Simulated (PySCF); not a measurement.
H7B3N3 (SMILES B1NB[NH2+]BN1), charge +1, singlet, geometry from GFN2-xTB. Base run: DF-HF/def2-SV(P) (PySCF).

The PySCF input:
```python
from pyscf import gto, scf

mol = gto.Mole()
mol.atom = '''
    B     0.86251219   -1.19327684    0.20470020
    N     1.39506126    0.13710217    0.26582380
    B     0.66986180    1.29721651    0.08876115
    N    -0.82466883    1.14092094   -0.19571883
    B    -1.41304089   -0.26903579   -0.26514000
    N    -0.54097915   -1.31871608   -0.06312431
    H     1.53770716   -2.12740221    0.36494437
    H     2.38574493    0.21228932    0.45529505
    H     1.11296446    2.37378670    0.14057704
    H    -1.03809559    1.62294398   -1.07286357
    H    -1.34412975    1.67284054    0.50748952
    H    -2.55236918   -0.38238491   -0.48219127
    H    -0.90438046   -2.26174200   -0.10372250
'''
mol.basis = 'def2-sv(p)'
mol.charge = 1
mol.verbose = 4
mol.build()

mf = scf.RHF(mol)
mf = mf.density_fit(auxbasis='def2-universal-jkfit')
mf.kernel()
```

Variants of this job, named by their change:

```json
[
 {"change": "base", "basis functions": "98", "E (Eh)": "-241.27166", "HOMO (eV)": "-16.80", "HOMO-LUMO gap (eV)": "14.71"},
 {"change": "basis = 6-31G", "basis functions": "68", "E (Eh)": "-241.39074", "HOMO (eV)": "-16.66", "HOMO-LUMO gap (eV)": "14.82"},
 {"change": "basis = LANL2DZ", "basis functions": "68", "E (Eh)": "-241.42248", "HOMO (eV)": "-16.76", "HOMO-LUMO gap (eV)": "14.55"},
 {"change": "basis = 6-31G*", "basis functions": "98", "E (Eh)": "-241.47391", "HOMO (eV)": "-16.63", "HOMO-LUMO gap (eV)": "14.86"},
 {"change": "basis = cc-pVDZ", "basis functions": "119", "E (Eh)": "-241.49934", "HOMO (eV)": "-16.63", "HOMO-LUMO gap (eV)": "14.62"},
 {"change": "basis = def2-SVP", "basis functions": "119", "E (Eh)": "-241.30686", "HOMO (eV)": "-16.76", "HOMO-LUMO gap (eV)": "14.69"},
 {"change": "basis = pcseg-1", "basis functions": "119", "E (Eh)": "-241.41500", "HOMO (eV)": "-16.77", "HOMO-LUMO gap (eV)": "14.62"},
 {"change": "basis = def2-SVPD", "basis functions": "176", "E (Eh)": "-241.31545", "HOMO (eV)": "-16.77", "HOMO-LUMO gap (eV)": "14.42"},
 {"change": "basis = 6-311++G**", "basis functions": "181", "E (Eh)": "-241.54356", "HOMO (eV)": "-16.68", "HOMO-LUMO gap (eV)": "13.98"},
 {"change": "basis = aug-pcseg-1", "basis functions": "201", "E (Eh)": "-241.42811", "HOMO (eV)": "-16.69", "HOMO-LUMO gap (eV)": "13.94"},
 {"change": "basis = aug-cc-pVDZ", "basis functions": "201", "E (Eh)": "-241.50773", "HOMO (eV)": "-16.66", "HOMO-LUMO gap (eV)": "13.93"},
 {"change": "basis = 6-311+G(2d,p)", "basis functions": "204", "E (Eh)": "-241.55255", "HOMO (eV)": "-16.69", "HOMO-LUMO gap (eV)": "14.07"},
 {"change": "basis = def2-TZVP", "basis functions": "228", "E (Eh)": "-241.57194", "HOMO (eV)": "-16.71", "HOMO-LUMO gap (eV)": "14.56"}
]
```

Totals compare only among sets that treat the same electrons; sets with core potentials leave the core out.
